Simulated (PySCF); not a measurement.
BClFHO, SMILES OB(F)Cl.

Geometry optimised at B3LYP-D3(BJ)/def2-SVP. The values are those of a single conformer.

All values below come from TDDFT-PBE0/def2-SVPD in PySCF 2.14.0.

Vertical excitations.  State labels are in the subgroup Cs.

Computed excitation energies, oscillator strengths and character:
```tsv
state	symmetry	energy (eV)	λ (nm)	f	main pairs
S1	A"	7.97	156	0.000	HOMO→LUMO+1 100 %
S2	A'	8.17	152	0.026	HOMO→LUMO 97 %
S3	A"	8.31	149	0.009	HOMO−1→LUMO 97 %
S4	A'	8.76	141	0.141	HOMO−1→LUMO+1 93 %
S5	A"	9.49	131	0.080	HOMO−2→LUMO 69 %, HOMO−1→LUMO+2 28 %
S6	A'	9.58	129	0.049	HOMO→LUMO+2 89 %
S7	A"	9.75	127	0.001	HOMO−3→LUMO+1 98 %
S8	A"	9.84	126	0.012	HOMO−1→LUMO+2 69 %, HOMO−2→LUMO 27 %
S9	A'	9.87	126	0.008	HOMO−3→LUMO 86 %
S10	A'	10.08	123	0.009	HOMO→LUMO+3 67 %, HOMO→LUMO+5 24 %
T1	A'	7.68	161	0	HOMO−1→LUMO+1 98 %
T2	A"	7.79	159	0	HOMO→LUMO+1 99 %
T3	A'	7.99	155	0	HOMO→LUMO 92 %
T4	A"	8.10	153	0	HOMO−1→LUMO 92 %
```
Triplets are in the Tamm–Dancoff approximation, which puts them higher than full response would, so one can lie above its singlet here.
